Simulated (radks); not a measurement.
Spherical quantum dot in the effective-mass picture: electrons in a hard-walled sphere of radius 4.12, all in effective atomic units (hartree* = m*/eps^2 hartree, bohr* = eps/m* bohr), one dielectric constant everywhere. Method: non-relativistic Kohn-Sham, exchange-only LDA, spin-polarised, spherical densities; computed with a radial shooting solver with Libxc functionals. Levels are named by radial order and angular momentum (1s, 1p, 1d, 2s, ...), and open shells are averaged over m.

N = 20, configuration 1s2 1p6 1d10 1f(up 2, down 0). This is the lowest configuration that the search found. Occupied and some empty levels:

level    occupation  eigenvalue (hartree*)  <r> (bohr*)
1s up             1                 6.4689        2.779
1s down           1                 6.4965        2.767
1p up             3                 6.6225        2.886
1p down           3                 6.6518        2.880
1d up             5                 6.8878        2.978
1d down           5                 6.9186        2.974
1f up             2                 7.2510        3.055
1f down           0                 7.2827        3.053
2s up             0                 7.5226        1.845
2s down           0                 7.5321        1.845
1g up             0                 7.7037        3.120
1g down           0                 7.7361        3.119
2p up             0                 8.0308        2.157
2p down           0                 8.0445        2.155
2d up             0                 8.6347        2.355
2d down           0                 8.6515        2.352

Energy (hartree*): total 75.7900, kinetic 19.750, external 0, Hartree 62.779, exchange-correlation -6.7389.
